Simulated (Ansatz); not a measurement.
Job for Ansatz (a quantum-chemistry and plane-wave program): R-CCSD(T)/aug-cc-pV(D+d)Z on ClH3Si (SMILES [SiH3]Cl). Files ending in .json are basis or fitting sets from the Basis Set Exchange.

Ansatz 0.2 input:
```yaml
crystal:
  periodic: [false, false, false]
  atoms:
    - {symbol: Si, position_ang: [-0.19513428, -0.87457000, 3.71907716]}
    - {symbol: Cl, position_ang: [0.24633524, 1.13151850, 3.95243144]}
    - {symbol: H, position_ang: [0.93674642, -1.52792546, 3.03540617]}
    - {symbol: H, position_ang: [-1.42602103, -0.99441191, 2.91545576]}
    - {symbol: H, position_ang: [-0.39542730, -1.46048924, 5.05901728]}
basis:
  gaussian:
    orbitals: aug-cc-pV_D+d_Z.json
magnetization: {spin_polarized: false}
correlation: {method: ccsd_t, electrons: outside_noble_gas}
scf: {lower_state_search: off}
```

Task: What total energy does the run end on?

Result: -750.5402 hartree (reference determinant -750.2353, T1 diagnostic 0.009).
